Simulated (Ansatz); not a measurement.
PdSe₂⁻, relaxed as a doublet with UKS PBE0-D4/def2-TZVPD in Ansatz, starting from the GFN2-xTB geometry. Force threshold 0.02 eV/Å.

In the def2 sets Pd takes a core potential; there is no spin–orbit coupling. The relaxation made no stability test and no search for a lower SCF solution. Another isomer (doublet) lies 0.38 eV lower at r2SCAN-D4/def2-TZVPD.

Start:

```
atom   x (Å)   y (Å)   z (Å)
 Pd1  -0.338  -1.004  -0.765
 Se2   0.131   1.268  -0.607
 Se3   0.208  -0.264   1.371
```

Estimate the energy that the relaxation releases and the steps that it takes.

2.2 kcal/mol, in 5 steps; 22 s on 4 threads of Arm Neoverse V1 on a shared host. No frequencies were taken in this run, so the end may be a saddle point.

Does the start keep its bonding and symmetry?

By distances, no bond broke or formed. The bond that changes most is Pd1–Se2, from 2.32 to 2.43 Å (atoms count from 1). Point group C2v at the start, C2v at the end, both within 0.05 Å.

Predict the relaxed structure.


```csv
atom,x (Å),y (Å),z (Å)
Pd1,-0.3632,-1.0780,-0.8207
Se2,0.1444,1.2775,-0.5433
Se3,0.2187,-0.1996,1.3640
```
Bond lengths: 2 × Pd–Se 2.43 Å; 1 × Se–Se 2.41 Å.
